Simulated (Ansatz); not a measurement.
CH2F (SMILES [CH2]F) moved off its minimum; all values from Ansatz (a first-principles code), cores frozen in correlated methods. Open shells are unrestricted.
(charge 0, multiplicity 2)
```xyz
4

C     -0.5650    -0.0048     0.2384
F      0.6071     0.0355    -0.1112
H     -1.1427    -0.7641    -0.0825
H     -1.0462     1.0189     0.2175
```

Forces at MP2/aug-cc-pVTZ (eV/Å):

```tsv
atom	Fx	Fy	Fz
C1	-5.496	4.417	2.490
F2	6.764	-0.287	-1.895
H3	-1.655	-2.847	-0.968
H4	0.386	-1.283	0.373
```

Problem. Give the forces (eV/Å), the total energy and the dipole at CCSD(T)/aug-cc-pVTZ.

Solution. 
```csv
atom,Fx,Fy,Fz
C1,-5.447,4.323,2.530
F2,6.861,-0.277,-1.914
H3,-1.725,-2.931,-0.992
H4,0.311,-1.116,0.376
```
Energy -138.8784 hartree, dipole 0.86 D.
